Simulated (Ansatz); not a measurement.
Frontier orbitals of `C=CN([SiH2]Cl)[SiH2]Cl`.

Z-matrix (Å, degrees):
```
Si
Cl 1 2.054
N 1 1.732 2 112.1
H 1 1.477 2 107.7 3 -117.0
H 1 1.476 2 107.1 3 121.1
C 3 1.407 1 120.8 2 75.4
Si 3 1.730 1 120.9 2 -109.8
C 6 1.328 3 126.5 1 -13.1
H 6 1.088 3 114.3 1 166.9
Cl 7 2.056 3 111.7 1 -91.4
H 7 1.475 3 108.7 1 27.2
H 7 1.478 3 108.7 1 151.1
H 8 1.081 6 119.5 3 179.0
H 8 1.084 6 123.2 3 -1.7
```

Total charge 0; spin multiplicity 1. Geometry: relaxed with PBE0-D4/def2-TZVP. It is one conformer, not always the lowest. Basis def2-TZVPP, the Gaussian-basis code of Ansatz.

Orbital energies of one run (eV). Highest occupied ones, from the top: -6.08, -8.02, -8.15, -8.20, -8.53, -9.03, -9.48, -9.70, -9.97, -10.04, -10.26, -10.87, -11.83, -12.35. Empty: -0.92, -0.37, -0.17, 0.28, 0.75, 0.89.

Which functional gave them?
A. ωB97X-V
B. CAM-B3LYP
C. r2SCANh
D. r2SCAN

D. HOMO energies: r2SCAN -6.08, ωB97X-V -9.25, r2SCANh -6.49, CAM-B3LYP -8.26 eV.
